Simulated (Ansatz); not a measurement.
Calculation: PBE0-D4/def2-TZVP (Ansatz, an electronic-structure program). No frequencies were computed at this level.

Ansatz 0.2 input:
```yaml
crystal:
  periodic: [false, false, false]
  atoms:
    - { symbol: C, position_ang: [1.627804, -1.232, 0.079749] }
    - { symbol: Ga, position_ang: [-0.003833, -0.000179, -0.000437] }
    - { symbol: C, position_ang: [-1.889382, -0.791629, 0.063061] }
    - { symbol: C, position_ang: [0.255654, 2.024112, -0.144269] }
    - { symbol: H, position_ang: [2.282085, -1.073635, -0.782603] }
    - { symbol: H, position_ang: [1.337734, -2.286095, 0.094282] }
    - { symbol: H, position_ang: [2.224652, -1.03551, 0.975254] }
    - { symbol: H, position_ang: [-2.127886, -1.148864, 1.069414] }
    - { symbol: H, position_ang: [-2.645758, -0.052755, -0.215253] }
    - { symbol: H, position_ang: [-1.983286, -1.646453, -0.61274] }
    - { symbol: H, position_ang: [1.261173, 2.323294, 0.163832] }
    - { symbol: H, position_ang: [-0.465773, 2.562582, 0.476791] }
    - { symbol: H, position_ang: [0.111591, 2.363429, -1.174443] }
basis:
  gaussian: { orbitals: def2-tzvp }
hamiltonian:
  xc: pbe0
  dispersion: d4
relax:
  max_steps: 150
```

Output:

```
Functional definition: PBE0
1349 factors; their error is unknown
mean field evaluation 1: about -55610.4889 eV, gradient 8.5e1 eV
mean field evaluation 2: about -55605.0262 eV, gradient 9.6e1 eV
mean field evaluation 4: about -55626.1162 eV, gradient 4.1e0 eV
mean field evaluation 8: about -55626.1385 eV, gradient 8.0e-2 eV
mean field evaluation 16: about -55626.3114 eV, gradient 2.0e-5 eV
mean field -55626.31135619 eV, -2044.2292374719 hartree, gradient 2.0e-5 eV, S^2 0.000000; 0 other end points of the search recorded, 0 dependent functions left out
reference -55626.31139119 eV, -2044.2292387580 hartree; 29, 29 occupied and 166, 166 virtual orbitals, 1349 factors
relax step   1: F+E_penalty+E_count = -55626.49552639 eV  Δ(F+E_penalty+E_count) = +0.000e0 eV  max|allowed force component| = 6.675e-1 eV/Å  Δτ_max = 0.0000 Å  (27 SCF iters, accepted)
these checks for a lower state are left out or cut short: starts, cluster_reference, orbital_swaps, neighbouring_geometries, increment
1349 factors; their error is unknown
mean field -55626.40543479 eV, -2044.2326947966 hartree, gradient 1.2e-5 eV, S^2 0.000000; 0 other end points of the search recorded, 0 dependent functions left out
reference -55626.40546935 eV, -2044.2326960667 hartree; 29, 29 occupied and 166, 166 virtual orbitals, 1349 factors
relax step   2: F+E_penalty+E_count = -55626.59412403 eV  Δ(F+E_penalty+E_count) = -9.860e-2 eV  max|allowed force component| = 2.816e-1 eV/Å  Δτ_max = 0.0781 Å  (29 SCF iters, accepted)
these checks for a lower state are left out or cut short: starts, cluster_reference, orbital_swaps, neighbouring_geometries, increment
1349 factors; their error is unknown
mean field -55626.41158994 eV, -2044.2329209943 hartree, gradient 8.6e-6 eV, S^2 0.000000; 0 other end points of the search recorded, 0 dependent functions left out
reference -55626.41162441 eV, -2044.2329222610 hartree; 29, 29 occupied and 166, 166 virtual orbitals, 1349 factors
relax step   3: F+E_penalty+E_count = -55626.60145798 eV  Δ(F+E_penalty+E_count) = -7.334e-3 eV  max|allowed force component| = 5.431e-2 eV/Å  Δτ_max = 0.0182 Å  (30 SCF iters, accepted)
these checks for a lower state are left out or cut short: starts, cluster_reference, orbital_swaps, neighbouring_geometries, increment
1349 factors; their error is unknown
mean field evaluation 32: about -55626.2386 eV, gradient 4.5e-1 eV
mean field -55626.41191932 eV, -2044.2329330988 hartree, gradient 8.4e-6 eV, S^2 0.000000; 0 other end points of the search recorded, 0 dependent functions left out
reference -55626.41195380 eV, -2044.2329343658 hartree; 29, 29 occupied and 166, 166 virtual orbitals, 1349 factors
relax step   4: F+E_penalty+E_count = -55626.60176395 eV  Δ(F+E_penalty+E_count) = -3.060e-4 eV  max|allowed force component| = 1.190e-2 eV/Å  Δτ_max = 0.0044 Å  (30 SCF iters, accepted)
these checks for a lower state are left out or cut short: starts, cluster_reference, orbital_swaps, neighbouring_geometries, increment
1349 factors; their error is unknown
mean field -55626.41197331 eV, -2044.2329350828 hartree, gradient 8.5e-6 eV, S^2 0.000000; 0 other end points of the search recorded, 0 dependent functions left out
reference -55626.41200778 eV, -2044.2329363498 hartree; 29, 29 occupied and 166, 166 virtual orbitals, 1349 factors
relax step   5: F+E_penalty+E_count = -55626.60179196 eV  Δ(F+E_penalty+E_count) = -2.801e-5 eV  max|allowed force component| = 9.336e-4 eV/Å  Δτ_max = 0.0057 Å  (31 SCF iters, accepted)
1349 factors; their error is unknown
mean field -55626.41197331 eV, -2044.2329350828 hartree, gradient 2.1e-5 eV, S^2 0.000000; 1 other end points of the search recorded, 0 dependent functions left out
reference -55626.41200778 eV, -2044.2329363498 hartree; 29, 29 occupied and 166, 166 virtual orbitals, 1349 factors
Total energy: -55626.60182643 eV, -2044.2399120565 hartree
Atom 0 at     1.565876    -1.196622     0.078864 Å, force    -0.000543     0.000317     0.000525 eV/Å
Atom 1 at    -0.005619    -0.001645    -0.000052 Å, force    -0.000934    -0.000535    -0.000087 eV/Å
Atom 2 at    -1.830541    -0.756566     0.050714 Å, force     0.000086     0.000043    -0.000060 eV/Å
Atom 3 at     0.256129     1.952333    -0.130725 Å, force    -0.000343    -0.000630    -0.000538 eV/Å
Atom 4 at     2.224661    -1.015993    -0.775625 Å, force     0.000346     0.000088    -0.000382 eV/Å
Atom 5 at     1.295208    -2.253478     0.089423 Å, force     0.000393    -0.000836     0.000109 eV/Å
Atom 6 at     2.153905    -0.983711     0.976934 Å, force     0.000116     0.000070     0.000385 eV/Å
Atom 7 at    -2.044639    -1.125025     1.059532 Å, force     0.000366    -0.000106    -0.000205 eV/Å
Atom 8 at    -2.597351    -0.024523    -0.207809 Å, force    -0.000006     0.000489     0.000051 eV/Å
Atom 9 at    -1.920335    -1.613259    -0.622245 Å, force     0.000261     0.000042    -0.000258 eV/Å
Atom 10 at     1.264108     2.260989     0.151624 Å, force     0.000932     0.000185    -0.000230 eV/Å
Atom 11 at    -0.465242     2.492625     0.487149 Å, force     0.000044     0.000702     0.000640 eV/Å
Atom 12 at     0.088615     2.271171    -1.165148 Å, force    -0.000719     0.000173     0.000049 eV/Å
Dipole moment:     0.000476     0.000177    -0.000068 e Å
```

Cost: roughly 40 core-seconds.
